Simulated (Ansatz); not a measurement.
Reaction (formal exchange of groups at a Ge–N bond): `[NH2][GeH2][NH2]` + `OBO` → `[NH2][GeH2][B](O)O` + NH₃

Computed with Ansatz on PBE0-D4/def2-TZVP structures; ΔE is electronic, products minus reactants. CCSD(T)/CBS adds triple-zeta CCSD(T) − MP2 to the extrapolated MP2 energy (def2 sets, frozen cores). This one scheme is used for every species. DFT in def2-TZVPP. B3LYP here is the variant with VWN-RPA as its local correlation; programs differ in this. For Ge outer-core shells are correlated without core-valence functions, which leaves a few kJ/mol of doubt a bond. Scalar relativity is left out up to krypton. One conformer a species, not always the lowest.

```tsv
level	ΔE (kJ/mol)	difference from CCSD(T)/CBS
PBE-D4	17.2	-11.9
r2SCAN-D4	26.7	-2.4
PBE0-D4	22.4	-6.7
B3LYP-D4	28.2	-0.9
ωB97X-V	30.4	1.3
ωB97M-V	30.0	0.9
B2PLYP	33.8	4.7
PBE	19.0	-10.1
r2SCAN	27.4	-1.7
PBE0	24.3	-4.8
B3LYP	31.1	2.0
HF/def2-TZVPP	50.6	21.5
MP2/def2-TZVPP	35.1	6.0
SCS-MP2/def2-TZVPP	38.0	8.9
CCSD/def2-TZVPP	32.7	3.6
CCSD(T)/def2-TZVPP	30.3	1.2
HF/def2-QZVPP	51.8	22.7
MP2/def2-QZVPP	34.8	5.7
SCS-MP2/def2-QZVPP	38.2	9.1
HF/CBS(def2)	52.0	22.9
MP2/CBS(def2)	33.9	4.8
CCSD/CBS(def2)	31.5	2.4
CCSD(T)/CBS	29.1	0
```

Largest T1 diagnostic among the species: 0.013.

In def2-TZVPP, CCSD(T) changes the Hartree–Fock value by −20.2 kJ/mol (the triples alone add −2.4 kJ/mol) and MP2 by −15.5 kJ/mol. From PBE to PBE0 (25 % exact exchange), in def2-TZVPP and without D4, ΔE moves by +5.3 kJ/mol.
